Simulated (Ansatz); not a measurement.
CH$_{7}$BSiZn (`C[SiH2][BH][ZnH]`). Charge 0, multiplicity 1. All single points use the PBE0-D4/def2-TZVP geometry. It is one conformer, not always the lowest.

```xyz
11

C     0.189    0.167   -1.670
Si    0.584    0.923    0.004
B     0.134   -0.194    1.602
Zn   -1.271   -1.722    1.634
H     0.800   -0.721   -1.849
H     0.383    0.875   -2.479
H    -0.861   -0.130   -1.723
H    -0.295    2.123    0.220
H     1.992    1.421   -0.003
H     0.672    0.127    2.627
H    -2.325   -2.868    1.636
```

**Question.** What is the dipole moment at B3LYP/def2-TZVPP? (Estimate.)

**Answer.** Ansatz gave: 0.48 D, with components (0.36, -0.10, -0.31) D in this frame, pointing from negative to positive charge.

**Question.** And with PBE, r2SCAN, ωB97M-V? (An estimate is asked.)

**Answer.** Computed: PBE 0.54 D, r2SCAN 0.51 D, ωB97M-V 0.45 D.

**Question.** Give the Mulliken charges with B3LYP, ωB97M-V, r2SCAN in def2-TZVPP. (Estimate.)

**Answer.** Computed: 
```
atom  B3LYP  ωB97M-V  r2SCAN
  C1  -0.39    -0.46   -0.31
 Si2   0.19     0.14    0.22
  B3   0.07    -0.05    0.04
 Zn4   0.08     0.10    0.12
  H5   0.10     0.12    0.07
  H6   0.10     0.12    0.08
  H7   0.10     0.11    0.07
  H8  -0.09    -0.04   -0.08
  H9  -0.09    -0.04   -0.09
 H10   0.05     0.09    0.01
 H11  -0.12    -0.10   -0.13
```

B3LYP here is the variant with VWN-RPA as its local correlation; programs differ in this.
